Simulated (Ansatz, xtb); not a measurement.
Two isomers of Cl2GeH4OSi

Structure X: `Cl[SiH2][O][GeH2][Cl]`, a singlet. Structure Y: `Cl[SiH](Cl)[O][GeH3]`, a singlet. Both are isolated molecules in the gas phase, relaxed with B3LYP/6-31G*; the shapes shown needn't be the lowest conformers.

X (Å):

```xyz
9

Cl   -1.1199    0.6290    1.3579
Cl    2.2417    3.9359    0.0418
Ge    0.0800    4.2144    0.0672
O    -0.6816    2.8219   -0.7599
Si   -0.6478    1.1839   -0.5936
H     0.6926    0.6266   -0.8755
H    -1.6893    0.6247   -1.4789
H    -0.3642    4.2553    1.5399
H    -0.2541    5.4417   -0.7939
```

Y (Å):

```xyz
9

Cl   -1.6763   -1.5639    2.5040
Cl   -0.2092    1.4349    2.2999
Ge   -0.9393   -0.4736   -1.2627
O     0.1358   -0.7431    0.1822
Si   -0.0078   -0.5624    1.7865
H     1.1832   -1.0970    2.4611
H    -1.9467    0.6428   -0.9173
H    -1.6384   -1.8167   -1.5527
H     0.0274   -0.0627   -2.3884
```

Which of the two would you expect CCSD(T)/def2-SVP + ΔMP2/def2-TZVPP electronic energies to favour?

Structure Y; the calculation gives E(Y) − E(X) = −25.7 kJ/mol.

The same difference at several levels:

| level | geometry | E(Y) − E(X) (kJ/mol) | departure from the last row (kJ/mol) | job, with rough time for the two |
| --- | --- | --- | --- | --- |
| GFN2-xTB | GFN2-xTB | +49.8 | +75.5 | optimisation, 0.6 s |
| HF/STO-3G | GFN2-xTB | +0.8 | +26.5 | single point, 1.1 s |
| r2SCAN-D4/def2-SVP | GFN2-xTB | −28.6 | −2.9 | single point, 5 s |
| B3LYP/6-31G* | B3LYP/6-31G* | −18.2 | +7.4 | optimisation, 3.4 min |
| HF/def2-SVP | B3LYP/6-31G* | −18.4 | +7.3 | part of the CCSD(T) run |
| MP2/def2-SVP | B3LYP/6-31G* | −25.2 | +0.5 | part of the CCSD(T) run |
| CCSD(T)/def2-SVP | B3LYP/6-31G* | −23.4 | +2.3 | single point |
| CCSD(T)/def2-SVP + ΔMP2/def2-TZVPP | B3LYP/6-31G* | −25.7 |  | single point, 47 s |

As drawn, Y has 1 Cl–Si, 1 Ge–H in place of 1 Cl–Ge, 1 Si–H.

GFN2-xTB puts the two in the other order. HF/STO-3G finds them nearly level. The largest departure from CCSD(T)/def2-SVP + ΔMP2/def2-TZVPP is that of GFN2-xTB, 75.5 kJ/mol. The last row adds to CCSD(T) the change of the MP2 difference between the two basis sets, here −2.3 kJ/mol.

With harmonic frequencies from B3LYP/6-31G* (ideal gas, rigid rotor, one conformer each, 298.15 K, 1 atm): on the last row, ΔE + ΔZPE = −27.5 kJ/mol. A mode under 50 cm⁻¹ makes harmonic enthalpies and free energies unreliable, so none is given.

The correlated steps freeze 25 core orbitals; the filled d shell of Ge is correlated, in a basis made for valence electrons. Run with Ansatz 0.2.0, xtb 6.7.1; the last row on 2 threads of Intel(R) Xeon(R) Platinum 8259CL CPU @ 2.50GHz (Skylake/Cascade Lake) on a shared host.
